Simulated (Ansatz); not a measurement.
`C[N](C)[Ga]([F])[SH]` and `C[N](C)[Ga]([F])[Br]` differ in one atom or group.

Ansatz, PBE0-D4/def2-TZVP geometries, multiplicity 1. Each molecule was computed in one conformer, which needn't be the lowest.

Scalar relativity is left out up to krypton.

```csv
property,`C[N](C)[Ga]([F])[SH]`
size of the dipole moment (B3LYP/def2-TZVPP) / D,1.81
size of the dipole moment (ωB97M-V/def2-TZVPP) / D,1.73
HOMO energy (B3LYP/def2-TZVPP) / eV,-6.43
LUMO energy (PBE0/def2-TZVPP) / eV,-0.60
size of the dipole moment (PBE/def2-TZVPP) / D,1.77
LUMO energy (B3LYP/def2-TZVPP) / eV,-0.93
```

Task: What does the change do to each property? (Estimate.)

Result: Computed: 
```tsv
property	`C[N](C)[Ga]([F])[Br]`	shift
size of the dipole moment (B3LYP/def2-TZVPP) / D	2.80	0.99
size of the dipole moment (ωB97M-V/def2-TZVPP) / D	2.71	0.98
HOMO energy (B3LYP/def2-TZVPP) / eV	-6.69	-0.26
LUMO energy (PBE0/def2-TZVPP) / eV	-1.09	-0.49
size of the dipole moment (PBE/def2-TZVPP) / D	2.78	1.01
LUMO energy (B3LYP/def2-TZVPP) / eV	-1.42	-0.49
```

With PBE0 the HOMO falls by 0.25 eV and the LUMO falls by 0.49 eV, so the gap narrows by about 0.24 eV. PBE moves the HOMO by -0.26 eV and ωB97M-V by -0.27 eV. Dipoles are sizes alone; their direction can turn.

B3LYP here is the variant with VWN-RPA as its local correlation; programs differ in this.

Spin–orbit coupling is left out; it splits and shifts lone-pair levels of the heavy atoms by tenths of an eV.
